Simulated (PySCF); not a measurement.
HI, charge -1, doublet, at the geometry of the source list (a state made from the parent by changing its charge; the spin is typed, not shown lowest) (all electrons, no relativity) (in this run its highest filled SCF level lies above zero, so its values depend strongly on the basis, on diffuse functions most of all). Base run: HF/STO-3G in PySCF.

Geometry (Å):
```xyz
2

I      0.7850     0.0000     0.0000
H     -0.7850     0.0000     0.0000
```
Charge -1, spin multiplicity 2.
Orbitals are unrestricted.
All else is at PySCF's defaults.

Each row names what was changed in the base input (with any setting that the change needs).

```
change                                                                                        basis functions       E (Eh)  HOMO (eV)
--------------------------------------------------------------------------------------------  ---------------  -----------  ---------
base                                                                                                       28  -6850.91776       8.83
basis = x2c-TZVPall; relativity = spin-free X2C; nucleus = Gaussian (with mol.nucmod = 'G')                66  -7113.15556       1.87
basis = ANO-RCC-VDZP; relativity = spin-free X2C; nucleus = Gaussian (with mol.nucmod = 'G')               48  -7112.93562       1.62
basis = ANO-RCC-VDZP; relativity = spin-free X2C                                                           48  -7113.17405       1.62
basis = x2c-SVPall; relativity = spin-free X2C; nucleus = Gaussian (with mol.nucmod = 'G')                 41  -7112.37770       2.18
basis = ANO-RCC-VDZP; relativity = none                                                                    48  -6674.88266       1.68
basis = x2c-SVPall; relativity = spin-free X2C                                                             41  -7112.55610       2.18
basis = x2c-TZVPall; relativity = none                                                                     66  -6764.21809       1.93
basis = x2c-TZVPall; relativity = spin-free X2C                                                            66  -7113.35754       1.87
basis = x2c-SVPall; relativity = none                                                                      41  -6725.05784       1.95
```

Absolute energies of different levels of theory aren't comparable as measures of quality.

Open shells are given as the SCF converged; they aren't shown to be the lowest states, and a large step between rows can be another state.

Basis sets contracted for a relativistic Hamiltonian are a mismatch without it, so the rows without relativity aren't non-relativistic limits. No row has spin-orbit coupling; sets with core potentials leave out the core electrons.
